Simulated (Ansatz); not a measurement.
Species: C16H11B, SMILES `Bc1cc2ccc3cccc4ccc(c1)c2c34` (H–B–C–C torsion 0°) (charge 0, multiplicity 1).

**Question.** Give a relaxed geometry from B3LYP-D3(BJ)/def2-SVP run with Ansatz (a first-principles code).

**Answer.** This is not unique; one that fits is the end point of this relaxation, one of several conformers (outside a Z-matrix the atoms follow the SMILES, hydrogens last).
Cartesian coordinates (Å) in one orientation:
```xyz
28

B     -4.626    -0.443    -0.469
C     -3.102    -0.297    -0.315
C     -2.509     0.970    -0.120
C     -1.125     1.130     0.024
C     -0.513     2.418     0.223
C      0.837     2.547     0.360
C      1.706     1.401     0.311
C      3.101     1.509     0.450
C      3.912     0.374     0.398
C      3.355    -0.891     0.206
C      1.966    -1.050     0.062
C      1.355    -2.337    -0.138
C      0.005    -2.467    -0.275
C     -0.865    -1.321    -0.226
C     -2.255    -1.426    -0.364
C     -0.285    -0.027    -0.029
C      1.128     0.108     0.114
H     -5.339     0.531    -0.425
H     -5.120    -1.532    -0.636
H     -3.149     1.855    -0.079
H     -1.161     3.297     0.262
H      1.287     3.532     0.511
H      3.545     2.496     0.601
H      4.994     0.478     0.508
H      3.998    -1.774     0.166
H      2.002    -3.217    -0.177
H     -0.445    -3.451    -0.426
H     -2.696    -2.415    -0.515
```
